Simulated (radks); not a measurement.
All-electron atom: Ta in [Xe] 4f14 5d3 6s2 (the NIST ground configuration).

Calculated with a radial shooting solver on a logarithmic mesh with Libxc functionals: Dirac Kohn-Sham, LDA (Slater exchange, Perdew-Wang correlation), spin-unpolarised, spherical densities, finite nucleus; open shells fill j = l - 1/2 first; Fermi nuclear charge, rms radius 5.3507 fm.

Energy parts (eV):
total: -424889.48
kinetic: 476636.67
electron-nucleus: -1059787.26
Hartree: 166642.23
exchange-correlation: -8381.13

Orbitals (lengths in bohr, moments of r in powers of bohr):
orbital  occ.  eigenvalue (eV)       <r^4>  small-component weight
1s1/2       2        -67196.51   6.224e-07                7.55e-02
2s1/2       2        -11539.05  0.00009361                1.71e-02
2p1/2       2        -11033.97  0.00005646                1.71e-02
2p3/2       4        -9765.250  0.00008130                1.55e-02
3s1/2       2        -2642.407    0.003477                5.59e-03
3p1/2       2        -2416.831    0.003073                5.55e-03
3p3/2       4        -2143.780    0.004027                5.08e-03
3d3/2       4        -1760.539    0.002746                4.97e-03
3d5/2       6        -1701.007    0.002983                4.84e-03
4s1/2       2        -537.6670     0.08255                1.84e-03
4p1/2       2        -444.5984     0.09055                1.75e-03
4p3/2       4        -381.4904      0.1192                1.57e-03
4d3/2       4        -228.0282      0.1559                1.38e-03
4d5/2       6        -216.4328      0.1702                1.33e-03
5s1/2       2         -72.5976       2.766                4.00e-04
5p1/2       2         -45.5482       4.462                3.25e-04
5p3/2       4         -36.7337       6.367                2.76e-04
4f5/2       6         -25.5423      0.6640                9.13e-04
4f7/2       8         -23.5571      0.7249                8.92e-04
6s1/2       2          -5.5193       249.1                4.41e-05
5d3/2       3          -3.9375       80.67                1.06e-04
5d5/2       0          -3.3590       101.8                9.67e-05

The highest occupied level is 5d3/2 at -3.937 eV. The electron density at the nucleus is 1.307e+06 e/bohr^3. The density falls to 0.001 e/bohr^3 at r = 4.88 bohr. Summed over all electrons, <r^2> = 70.55 bohr^2, which gives a Langevin (diamagnetic) susceptibility term of -55.9 x 10^-6 cm^3/mol. For comparison, the ionisation energy in NIST's Atomic Spectra Database is 7.550 eV (measured). In exact Kohn-Sham theory the highest level is minus the ionisation energy, but local and semilocal functionals leave it too shallow, through self-interaction and a potential that decays too fast; potentials with the right tail come closer.

Beside tabulated values, note that spin-unpolarised runs miss the spin-polarisation part of the exchange energy of open shells.
